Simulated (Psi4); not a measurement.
**TaCl3O (SMILES [O]=[Ta]([Cl])([Cl])[Cl]): methods side by side**

The species is TaCl3O (5 atoms), meant as a singlet with charge 0. As SMILES, `[O]=[Ta]([Cl])([Cl])[Cl]`. Geometry: optimised at PBE0/def2-TZVP.

```xyz
5

O    -0.8342    0.0549    1.6116
Ta   -0.0376   -0.0247    0.1114
Cl    1.6423   -1.5564    0.3072
Cl   -1.5781   -0.6647   -1.4452
Cl    0.7887    2.0536   -0.3397
```

Each level gives the dipole moment (D). The values are calculated.

```
                                                 level                    kind  program  value (D)  CPU time
   PBE-D4/def2-TZVPP (density fitting, core potential)                     GGA     Psi4       1.52      27 s
r2SCAN-D4/def2-TZVPP (density fitting, core potential)                meta-GGA     Psi4       1.56      48 s
 B3LYP-D4/def2-TZVPP (density fitting, core potential)           global hybrid     Psi4       1.66      25 s
  PBE0-D4/def2-TZVPP (density fitting, core potential)           global hybrid     Psi4       1.63      26 s
  wB97M-V/def2-TZVPP (density fitting, core potential)  range-separated hybrid     Psi4       1.64      64 s
```

The values span 1.52 to 1.66 D. Magnitudes only. Times are those of the runs behind each value, whatever else they computed, on shared processors of several kinds: orders of magnitude only.
